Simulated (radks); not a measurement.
Initial-state core-level shifts of neutral cadmium when its valence configuration changes from [Kr] 4d10 5s2. Calculated with a radial shooting solver on a logarithmic mesh with Libxc functionals: scalar-relativistic Kohn-Sham, LDA (Slater exchange, Perdew-Wang correlation), spin-polarised, spherical densities, point nucleus; open shells are filled with parallel spins first (spin-orbit coupling, left out, can overturn this in heavy ions). Shifts are changes of the shell-averaged eigenvalues in eV (positive: less bound).

valence                2p       3p       3d       4s
4d10 5s1 5p1       -1.674   -1.700   -1.695   -1.744
4d10 5p2           -3.270   -3.320   -3.310   -3.393
4d10 5s0.5 5p1.5   -2.494   -2.532   -2.524   -2.591
4d9 5s1 5p2        -8.241   -8.163   -8.190   -7.680
4d9.5 5s0.5 5p2    -5.691   -5.685   -5.691   -5.502
4d9.5 5s1 5p1.5    -4.926   -4.908   -4.917   -4.716
4d8 5s2 5p2       -14.068  -13.792  -13.866  -12.550
4d9 5s2 5p1        -6.995   -6.891   -6.921   -6.384
4d9.5 5s2 5p0.5    -3.510   -3.466   -3.480   -3.242
